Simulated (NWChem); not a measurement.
Molecule: C₂BrClF₂; SMILES F/C(Cl)=C(\F)Br

Computed with NWChem. The geometry was optimised at PBE0/def2-SVP. Level: PBE/def2-SVP with SMD (1 M gas to 1 M solution), gas-phase geometry.

```csv
solvent,dielectric constant,solvation free energy (kcal/mol),cavity-dispersion-structure term (kcal/mol),dipole in solution (D)
water,78.4,(withheld),(withheld),0.83
ethanol,24.9,-1.4,-1.0,0.83
1-propanol,20.5,-1.4,-0.9,0.83
chlorobenzene,5.70,-1.9,-1.5,0.82
n-hexane,1.88,-2.0,-1.8,0.79
acetone,20.5,-1.5,-1.1,0.83
```

**Question.** Some entries are withheld; supply them.

**Answer.** 
- water, solvation free energy (kcal/mol): 2.5
- water, cavity-dispersion-structure term (kcal/mol): 3.0
